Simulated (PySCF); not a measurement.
## Electron correlation in Ir (iridium, neutral)

[Xe] 4f14 5d7 6s2, high-spin 4F determinant. Calculation: PySCF 2.14, in def2-TZVPPD with the def2 core potential (60 electrons) (6s5p3d2f1g, 59 functions); a scalar-relativistic core potential. Frozen: 5s2 5p6; 9 electrons correlated.

| level | correlation energy (mhartree) |
| --- | --- |
| CCSD | -228.48 |
| (T) | -9.22 |
| CCSD(T) | -237.70 |

Diagnostics: T1 = 0.017, D1 = 0.0637, largest double amplitude 0.044.

Spin-orbit coupling, absent here, splits the open shell strongly.

Cost of the coupled-cluster step: about 7 core-seconds, for 9 correlated electrons.

Iterations:

```
CC2 = 0
CCSD nocc = (np.int64(6), np.int64(3)), nmo = (55, 55)
frozen orbitals [[0, 1, 2, 3], [0, 1, 2, 3]]
max_cycle = 100
direct = 0
conv_tol = 1e-08
conv_tol_normt = 1e-06
diis_space = 8
diis_start_cycle = 0
Init t2, MP2 energy = -0.229518402042102
Init E_corr(UCCSD) = -0.22951840204342
cycle = 1  E_corr(UCCSD) = -0.223348025851567  dE = 0.00617037619  norm(t1,t2) = 0.0604235
cycle = 2  E_corr(UCCSD) = -0.227145518837093  dE = -0.00379749299  norm(t1,t2) = 0.0193529
cycle = 3  E_corr(UCCSD) = -0.22827466463545  dE = -0.0011291458  norm(t1,t2) = 0.00934527
cycle = 4  E_corr(UCCSD) = -0.228483726699605  dE = -0.000209062064  norm(t1,t2) = 0.00150071
cycle = 5  E_corr(UCCSD) = -0.22846378977697  dE = 1.99369226e-05  norm(t1,t2) = 0.000825101
cycle = 6  E_corr(UCCSD) = -0.228475996354049  dE = -1.22065771e-05  norm(t1,t2) = 0.000224052
cycle = 7  E_corr(UCCSD) = -0.228477312957827  dE = -1.31660378e-06  norm(t1,t2) = 5.40597e-05
cycle = 8  E_corr(UCCSD) = -0.228476543034488  dE = 7.6992334e-07  norm(t1,t2) = 2.19663e-05
cycle = 9  E_corr(UCCSD) = -0.228476413863338  dE = 1.2917115e-07  norm(t1,t2) = 6.9074e-06
cycle = 10  E_corr(UCCSD) = -0.228476436151745  dE = -2.22884073e-08  norm(t1,t2) = 2.09688e-06
cycle = 11  E_corr(UCCSD) = -0.228476424491346  dE = 1.16603994e-08  norm(t1,t2) = 5.88569e-07
cycle = 12  E_corr(UCCSD) = -0.228476427546916  dE = -3.05556982e-09  norm(t1,t2) = 1.66857e-07
UCCSD converged
E(UCCSD) = -103.674220797917  E_corr = -0.2284764275469156
UCCSD(T) correction = -0.0092232524564667
```
